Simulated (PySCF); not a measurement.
Compound: C6H11N.
Structure used (GFN2-xTB), in Å, numbered top down from 1:
```
atom  x, y, z in Å
C1     2.7955   -0.0476   -0.1998
C2     1.3463    0.0577    0.0907
C3     0.3719    0.9161   -0.2062
C4    -0.6903    0.1456    0.5403
C5    -1.8363   -0.4293   -0.2997
N6    -2.8083    0.5489   -0.7528
C7     0.4486   -0.8502    0.8965
H8     3.3669   -0.0756    0.7283
H9     3.1283    0.7994   -0.7955
H10    3.0055   -0.9686   -0.7443
H11    0.3280    1.8316   -0.7688
H12   -1.1000    0.6697    1.4097
H13   -2.3717   -1.1800    0.2903
H14   -1.4245   -0.9207   -1.1858
H15   -3.2176    1.0293    0.0426
H16   -2.3521    1.2473   -1.3304
H17    0.6855   -0.9137    1.9576
H18    0.3155   -1.8537    0.4957
```

Structure optimised with GFN2-xTB, isolated species.

Masses are those of the commonest isotopes; rigid-rotor values at the optimised geometry. The values belong to one conformer with, in the numbering `[CH3:1][C:2]1=[CH:3][C@@H:4]([CH2:5][NH2:6])[CH2:7]1`, C3–C4–C5–N6 -75°, C4–C5–N6–H -58° and 60°.

(1) Give the principal moments of inertia and the rotational constants in MHz.

(2) What kind of rotor is it?

(3) Is it planar, by Δ = Ic − Ia − Ib?

(4) Where do the levels up to J = 2 lie, in MHz?

(5) Estimate the classical rotational partition function at 10 K, 25 K and 100 K.

## Answers

(1) Ia = 70.13, Ib = 354.20, Ic = 387.89 u·Å²; 505379 MHz·u·Å²/I gives A = 7207, B = 1427, C = 1303 MHz.

(2) A near-prolate asymmetric top; Ray's κ = -0.958.

(3) Not planar: Δ = Ic − Ia − Ib = -36.43 u·Å². For a rigid frame Δ = −2 Σ m c², so Σ m c² = 18.22 u·Å² lies off the ab plane: 9.16 from hydrogen and 9.06 from heavier atoms. The atom farthest from that plane is 1.53 Å away.

(4) Above 0(0,0):
J = 1: 1(0,1) 2730, 1(1,1) 8510, 1(1,0) 8634
J = 2: 2(0,2) 8187, 2(1,2) 13845, 2(1,1) 14217, 2(2,1) 31557, 2(2,0) 31559
The levels of one J sum to (2J + 1)J(J + 1)(A + B + C)/3.

(5) Point group C1, symmetry number σ = 1; q = (√π/σ)·√((kT/h)³/(ABC)), k/h = 20836.6 MHz/K: 1460 at 10 K, 5760 at 25 K, 46100 at 100 K.

GFN2-xTB frequencies: not computed here. These are rigid-rotor constants of the computed structure; measured ground-state constants (B0) also hold zero-point vibration.
